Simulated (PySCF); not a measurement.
**C₆ coefficients of unlike pairs at r2SCAN0**

Calculated with PySCF 2.14 from the dipole response of each species, C₆(A,B) = (3/π) ∫ α_A(iu) α_B(iu) du, in atomic units, from isotropic polarisabilities. For ions this is the dispersion term alone; charge-induced terms of lower order in 1/R come first.

```tsv
species	configuration	basis	relativity	α (bohr³)	C₆ (like pair)
Ar²⁺	[Ne] 3s2 3p4 (3P)	aug-cc-pwCVDZ (6s5p3d)	none	4.818	17.36
In⁺	[Kr] 4d10 5s2 (1S)	aug-cc-pVQZ-PP with one added diffuse shell each of s, p, d, f, g type with ECP28MDF (8s8p6d4f3g)	core potential	25.36	177.7
Fe²⁺	[Ar] 3d6 (5D)	def2-TZVPPD (6s6p4d2f1g)	none	2.888	7.372
Ag²⁺	[Kr] 4d9 (2D)	aug-cc-pwCVDZ-PP with ECP28MDF (6s6p5d3f)	core potential	5.544	28.44
```

**Question.** Estimate C₆ for Ag²⁺ with Ar²⁺.

**Answer.** The integral gives 21.91. The combination rule 2 C_A C_B / (C_A α_B/α_A + C_B α_A/α_B) gives 22.09 and the geometric mean 22.22.

No spin-orbit coupling is included.

The other pairs:

| pair | C₆ |
| --- | --- |
| Fe²⁺, In⁺ | 31.46 |
| Ag²⁺, Fe²⁺ | 14.40 |
| Ag²⁺, In⁺ | 62.56 |
| Fe²⁺, Ar²⁺ | 10.97 |
| In⁺, Ar²⁺ | 51.35 |
